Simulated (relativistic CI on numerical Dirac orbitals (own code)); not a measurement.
**Forbidden transitions in Te⁵⁺**

Computed by Dirac-Coulomb-Breit CI, separate exchange-only KLI orbitals for each configuration, model QED, valence Slater integrals scaled by 0.85, P86 correlation energy added to each configuration (own radial code, finite nucleus).

CI space (outside the closed core [Kr]): 4d10.5s, 4d10.5p, 4d10.5d, 4d10.5f, 4d10.5g, 4d10.4f, 4d10.6s, 4d9.5s2, 4d10.6p, 4d9.5s.4f, 4d10.6d, 4d8.5s.5p2, 4d10.7s, 4d9.5p2, 4d9.5s.5p, 4d10.7p. Levels of other configurations are missing.

```
λ vac (nm)                   Lower                    Upper  Type   A (s⁻¹)  E lower (cm⁻¹)  E upper (cm⁻¹)
    34.260     4d10.4f 2F°_5/2 [7]   4d9.5s.4f 4H°_7/2 [85]    E2  8.26e+03          264554          556436
    34.334     4d10.4f 2F°_7/2 [6]   4d9.5s.4f 4F°_5/2 [82]    E2  9.60e+03          264318          555579
    34.769     4d10.4f 2F°_5/2 [7]   4d9.5s.4f 4H°_9/2 [79]    E2  1.80e+04          264554          552163
    35.037     4d10.4f 2F°_7/2 [6]  4d9.5s.4f 4H°_11/2 [76]    E2  8.71e+03          264318          549729
    54.186  4d9.5s.5p 4P°_5/2 [17]   4d9.5s.4f 4F°_9/2 [84]    E2  1.01e+04          371824          556374
    54.420  4d9.5s.5p 4P°_5/2 [17]   4d9.5s.4f 4F°_5/2 [82]    E2  3.26e+04          371824          555579
    54.568  4d9.5s.5p 4P°_5/2 [17]   4d9.5s.4f 4D°_7/2 [81]    E2  3.03e+04          371824          555080
    55.451  4d9.5s.5p 4P°_5/2 [17]   4d9.5s.4f 4H°_9/2 [79]    E2  3.08e+03          371824          552163
    55.984  4d9.5s.5p 4F°_5/2 [18]   4d9.5s.4f 4H°_7/2 [85]    E2  2.12e+04          377814          556436
    56.096  4d9.5s.5p 4F°_7/2 [19]   4d9.5s.4f 4H°_7/2 [85]    E2  2.98e+03          378170          556436
    56.367  4d9.5s.5p 4F°_7/2 [19]   4d9.5s.4f 4F°_5/2 [82]    E2  1.14e+04          378170          555579
    56.423  4d9.5s.5p 4P°_3/2 [20]   4d9.5s.4f 4H°_7/2 [85]    E2  7.91e+03          379204          556436
    56.526  4d9.5s.5p 4F°_7/2 [19]   4d9.5s.4f 4D°_7/2 [81]    E2  1.10e+04          378170          555080
    57.356  4d9.5s.5p 4F°_5/2 [18]   4d9.5s.4f 4H°_9/2 [79]    E2  4.51e+04          377814          552163
    57.473  4d9.5s.5p 4F°_7/2 [19]   4d9.5s.4f 4H°_9/2 [79]    E2  1.48e+04          378170          552163
    58.125  4d9.5s.5p 4F°_9/2 [22]   4d9.5s.4f 4F°_9/2 [84]    E2  1.13e+04          384332          556374
    58.253  4d9.5s.5p 4F°_3/2 [23]   4d9.5s.4f 4H°_7/2 [85]    E2  3.08e+04          384770          556436
    58.289  4d9.5s.5p 4F°_7/2 [19]  4d9.5s.4f 4H°_11/2 [76]    E2  4.69e+04          378170          549729
    58.335  4d9.5s.5p 4P°_5/2 [17]   4d9.5s.4f 4P°_5/2 [74]    E2  1.45e+04          371824          543249
    60.461  4d9.5s.5p 4F°_9/2 [22]  4d9.5s.4f 4H°_11/2 [76]    E2  9.01e+03          384332          549729
    60.700  4d9.5s.5p 4D°_7/2 [27]   4d9.5s.4f 4F°_9/2 [84]    E2  2.84e+04          391629          556374
    60.959  4d9.5s.5p 4P°_3/2 [20]   4d9.5s.4f 4P°_5/2 [74]    E2  9.21e+03          379204          543249
    61.180  4d9.5s.5p 4D°_7/2 [27]   4d9.5s.4f 4D°_7/2 [81]    E2  1.84e+04          391629          555080
    61.255  4d9.5s.5p 4F°_9/2 [22]  4d9.5s.4f 4H°_13/2 [75]    E2  5.17e+04          384332          547585
    63.251  4d9.5s.5p 4D°_7/2 [27]  4d9.5s.4f 4H°_11/2 [76]    E2  3.04e+03          391629          549729
    64.248  4d9.5s.5p 4P°_1/2 [24]   4d9.5s.4f 4P°_5/2 [74]    E2  4.78e+03          387602          543249
    65.954  4d9.5s.5p 4D°_7/2 [27]   4d9.5s.4f 4P°_5/2 [74]    E2  4.17e+03          391629          543249
    114.16      4d9.5s2 2D_5/2 [9]   4d9.5s.5p 4F°_9/2 [22]    M2  1.23e-01          296737          384332
    799.48  4d9.5s.5p 4P°_5/2 [17]   4d9.5s.5p 4F°_9/2 [22]    E2  1.18e-01          371824          384332
    1622.8  4d9.5s.5p 4F°_7/2 [19]   4d9.5s.5p 4F°_9/2 [22]    M1  4.35e+00          378170          384332
```

Terms are leading LS components. Brackets give the number of a level in order of energy, since labels repeat. The list gives strong lines, with weight on those to low levels, among the lowest 85 of 322 levels, so that lines to higher ones, which can be the strongest, are missing. Levels whose partners in the same complex of configurations lie outside the list can be far off, and so can their lines. Rates are taken at the computed energies, electric ones in the length gauge.

At this charge configurations can still be misplaced by up to about 7 % of their energy. Levels and lines within the n = 5 or 6 shells can be off by up to 10 % or somewhat more, and those that change n by about 2 %, since core polarisation is missing. 19 of the 28 excited levels that our extract of the measured tables holds in this range could be paired (the sources list more); they are missed by 6044 cm⁻¹ on average and 11008 at most, and levels without a partner can miss by more.

LS names give the leading component of a level, which can be under half, so a name can repeat, a term be missing and a line seem to break the LS rules.
